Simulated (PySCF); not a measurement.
Assignment exercise: C₅H₁₀O₃

Numbering as in the mapped SMILES `[CH3:1][CH2:2][CH:3]1[O:4][CH2:5][O:6][CH2:7][O:8]1`. Each H is labelled by its parent atom. Ha(C5), Ha(C7) are cis to C2 on the ring; Hb(C5), Hb(C7) are trans to C2 on the ring.

PySCF calculation with σ from GIAO-PBE/pcSseg-1, PBE0-D3(BJ)/def2-SVP structure and couplings computed with B3LYP/pcJ-1 (without the spin–dipole term); one averaged value for each set of equivalent atoms, a single conformation, in vacuum, non-relativistic Hamiltonian.

Referencing at the same level of theory: TMS for 13C (180.03 ppm), 1H (31.20 ppm).

Q: Assign these signals to the numbered atoms. 13C{1H} NMR (computed): δ 107.2, 97.8, 31.7, 9.3.

A: 
| δ (ppm) | atoms | environment | reason |
| --- | --- | --- | --- |
| 107.2 | C3 | sp3 carbon bearing two oxygens | 2 electronegative neighbours deshield it |
| 97.8 | C5/C7 | sp3 carbon bearing two oxygens | – |
| 31.7 | C2 | sp3 CH2 | saturated and bonded to C and H only |
| 9.3 | C1 | methyl carbon | aliphatic region, no heteroatom directly attached |

Q: Assign these signals to the numbered atoms. 1H NMR (500 MHz, computed): δ 5.24 (d, J = 7.8 Hz, 2H), 5.07 (d, J = 7.8 Hz, 2H), 4.43 (t, J = 5.5 Hz, 1H), 1.53 (qd, J = 8.6, 5.5 Hz, 2H), 0.89 (t, J = 8.6 Hz, 3H).

A: 
| δ (ppm) | atoms | environment | reason |
| --- | --- | --- | --- |
| 5.24 | Ha(C5)/Ha(C7) | hydrogen on an sp3 carbon bearing two oxygens | its carbon carries O, hence the downfield position |
| 5.07 | Hb(C5)/Hb(C7) | hydrogen on an sp3 carbon bearing two oxygens | – |
| 4.43 | H(C3) | hydrogen on an sp3 carbon bearing two oxygens | – |
| 1.53 | H(C2) | hydrogen on an sp3 CH2 | – |
| 0.89 | H(C1) | hydrogen on a methyl carbon | far from electronegative atoms and π systems |

Multiplet labels drop couplings under 1 Hz and merge nearly equal ones. Unscaled 3J(H,H) at this level run about 10 % above measured values. Shifts are as computed. Against solution values, carbons near 30 ppm lie about +2 ppm off and those near 130 ppm about +2 ppm. Of 1211 compounds with measured shifts, 218 miss one by over three times the rms of a fit or turn the order of signals round; such compounds aren't used in these exercises. Vicinal H,H couplings across rotating CH2–CH2 and CH–CH2 bonds are estimated from the computed gauche and anti values for equal rotamer populations, (2 J gauche + J anti)/3.
